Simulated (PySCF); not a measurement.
# Simulated absorption spectrum

Compound: tri-n-butylborane, C₁₂H₂₇B.
SMILES: `CCCCB(CCCC)CCCC`

Computed with TDDFT PBE0/def2-SVPD, vertical, gas phase, core orbitals frozen in the response in PySCF. One conformer (not necessarily the lowest) at the PBE0-D3(BJ)/def2-SVP geometry, without solvent, vibrations or thermal averaging.

Computed states:

```json
{"state": "S1", "E (eV)": "5.95", "f": "0.012"}
{"state": "S2", "E (eV)": "6.02", "f": "0.0008"}
{"state": "S3", "E (eV)": "7.16", "f": "0.0058"}
{"state": "S4", "E (eV)": "7.22", "f": "0.014"}
{"state": "S5", "E (eV)": "7.56", "f": "0.0048"}
{"state": "S6", "E (eV)": "7.65", "f": "0.030"}
{"state": "S7", "E (eV)": "7.71", "f": "0.023"}
{"state": "S8", "E (eV)": "7.73", "f": "0.0028"}
{"state": "S9", "E (eV)": "7.79", "f": "0.0014"}
{"state": "S10", "E (eV)": "7.83", "f": "0.0033"}
```

Each state is given a Gaussian of 0.4 eV full width at half maximum, with ε(max) = 2.175×10⁸ f / Δν̃ (Δν̃ the width in cm⁻¹). The cross-section is σ = 3.8235×10⁻²¹ ε cm², given in Mb (10⁻¹⁸ cm²). The width is an assumption, not a result. The curve ends short of the highest state used, and states not computed would add to its high-energy end.

(1) Give the broadened spectrum and its maxima.

(2) On this curve, what absorbance would a 10⁻³ mol/L sample give at 222 nm over a 1 cm path?

(3) Coming from long wavelengths, where does ε first pass 100 L mol⁻¹ cm⁻¹?

Results:

(1) 
```tsv
λ (nm)	σ (Mb)
171.4	5.71
173.5	5.02
175.5	3.75
177.6	2.24
179.7	1.09
181.8	0.44
183.8	0.15
185.9	0.04
188.0	0.01
190.1	0.02
192.2	0.05
194.2	0.15
196.3	0.36
198.4	0.77
200.5	1.37
202.5	2.07
204.6	2.77
206.7	3.22
208.8	3.30
210.9	2.99
212.9	2.45
215.0	1.78
217.1	1.17
219.2	0.70
221.2	0.40
223.3	0.20
225.4	0.09
227.5	0.04
229.6	0.02
231.6	0.01
```

Maxima: 208 nm (5.96 eV), ε about 870, made up of S1 (94%) (ε in L mol⁻¹ cm⁻¹; maxima over ε = 5, shares over 10%). At its high-energy end, 7.23 eV, the curve is still rising (ε about 1500, from S3 and S4).

(2) 222 nm is 5.585 eV, where ε is about 80 L mol⁻¹ cm⁻¹, so A = ε c l ≈ 0.08 (Beer–Lambert, with the gas-phase spectrum and the assumed width).

(3) At about 221 nm (5.60 eV), 0.35 eV below S1.
